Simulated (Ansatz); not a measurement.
```yaml
crystal:
  periodic: [false, false, false]
  atoms:
    - {symbol: O, position_ang: [-1.472298, 0.099126, -1.895621]}
    - {symbol: B, position_ang: [-0.350270, -0.001752, -1.161995]}
    - {symbol: S, position_ang: [1.201928, -0.272336, -1.649148]}
    - {symbol: O, position_ang: [-0.454368, 0.130228, 0.279551]}
    - {symbol: Si, position_ang: [0.099576, 0.243623, 1.703886]}
    - {symbol: H, position_ang: [-1.198918, -0.059258, -2.693605]}
    - {symbol: H, position_ang: [2.014980, -0.219077, -0.645695]}
    - {symbol: H, position_ang: [-0.205921, 1.374867, 2.139026]}
    - {symbol: H, position_ang: [-0.760615, -1.106052, 2.702609]}
    - {symbol: H, position_ang: [1.452564, 0.018546, 1.677647]}
basis:
  gaussian: {orbitals: def2-TZVPD}
hamiltonian: {xc: {name: wPBEh}, pseudopotentials: {relativity: scalar}}
relax: {f_tol: 0.0001, max_steps: 3}
output: {forces: true}
```

```sh
$ ansatz run in.yaml --threads 4 --pin off --events-out ev --progress --plain --max-ram 10444MiB
```

Shortened log:

```
Functional definition: wPBEh
1399 factors; their error is unknown
199 factors; integrals over basis functions are off by at most 3.0e-7 eV
mean field evaluation 1: about -23592.7025 eV, gradient 7.4e1 eV
mean field evaluation 2: about -23569.5405 eV, gradient 1.3e2 eV
mean field evaluation 4: about -23601.5356 eV, gradient 8.3e0 eV
mean field evaluation 8: about -23601.6802 eV, gradient 2.9e-1 eV
mean field evaluation 16: about -23601.6803 eV, gradient 5.9e-5 eV
mean field -23601.68033053 eV, -867.3457543534 hartree, gradient 5.9e-5 eV, S^2 0.000000; 0 other end points of the search recorded, 0 dependent functions left out
reference -23601.68040084 eV, -867.3457569374 hartree; 28, 28 occupied and 223, 223 virtual orbitals, 1399 factors
relax step   1: F+E_penalty+E_count = -23601.68033053 eV  Δ(F+E_penalty+E_count) = +0.000e0 eV  max|allowed force component| = 7.862e0 eV/Å  Δτ_max = 0.0000 Å  (30 SCF iters, accepted)
1399 factors; their error is unknown
199 factors; integrals over basis functions are off by at most 3.3e-7 eV
mean field -23604.13450450 eV, -867.4359435832 hartree, gradient 1.1e-5 eV, S^2 0.000000; 0 other end points of the search recorded, 0 dependent functions left out
reference -23604.13457312 eV, -867.4359461052 hartree; 28, 28 occupied and 223, 223 virtual orbitals, 1399 factors
relax step   2: F+E_penalty+E_count = -23604.13450450 eV  Δ(F+E_penalty+E_count) = -2.454e0 eV  max|allowed force component| = 4.303e0 eV/Å  Δτ_max = 0.1985 Å  (39 SCF iters, accepted)
1399 factors; their error is unknown
199 factors; integrals over basis functions are off by at most 3.6e-7 eV
mean field -23604.78725556 eV, -867.4599317423 hartree, gradient 1.0e-5 eV, S^2 0.000000; 0 other end points of the search recorded, 0 dependent functions left out
reference -23604.78732443 eV, -867.4599342735 hartree; 28, 28 occupied and 223, 223 virtual orbitals, 1399 factors
relax step   3: F+E_penalty+E_count = -23604.78725556 eV  Δ(F+E_penalty+E_count) = -6.528e-1 eV  max|allowed force component| = 1.145e0 eV/Å  Δτ_max = 0.1352 Å  (38 SCF iters, accepted)
Error: geometry relaxation did not converge after 3 steps: max|allowed force component| = 1.15e0 eV/Å (threshold 1.0e-4). Raise `relax.max_steps` over both its present limit and 3, loosen `relax.f_tol`, or start from a geometry closer to equilibrium. Where this run's directory can be resumed (`checkpoint.write`), a resume goes on for up to `relax.max_steps` more
```

In this input the relaxation is allowed too few steps for its threshold. The run did not converge.
